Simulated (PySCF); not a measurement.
Stepwise substitution at one centre (In H-OH). All species are isolated molecules in the gas phase. One relaxed conformer stands for each flexible species; it need not be the lowest. Strings in code marks are SMILES.

The T1 excitation (TDA) from two functionals at the same geometries (B3LYP-D3(BJ)/def2-TZVP), both in PySCF: PBE-D3(BJ)/def2-TZVP and M06-2X/def2-TZVP. Excitations are Tamm–Dancoff values on a coarser integration grid. The basis has no diffuse functions, so Rydberg states are missing or too high.

```csv
species,M06-2X/def2-TZVP (eV)
1 of 3 H replaced by OH,5.05
"2 of 3 H replaced by OH (`[InH]([OH])[OH]` (H–O–In–O torsion 0°, O–In–O–H torsion 0°))",5.57
3 of 3 H replaced by OH (`[OH][In]([OH])[OH]`),5.12
```

What does PBE-D3(BJ)/def2-TZVP give for each?


- 1 of 3 H replaced by OH: 4.17
- 2 of 3 H replaced by OH (`[InH]([OH])[OH]` (H–O–In–O torsion 0°, O–In–O–H torsion 0°)): 4.39
- 3 of 3 H replaced by OH (`[OH][In]([OH])[OH]`): 3.85
Over these rows, drawn at random from the members with no instability flagged (it was tested for open shells, ions and some series alone), PBE minus M06-2X: mean -1.11 eV, from -1.27 eV to -0.88 eV.
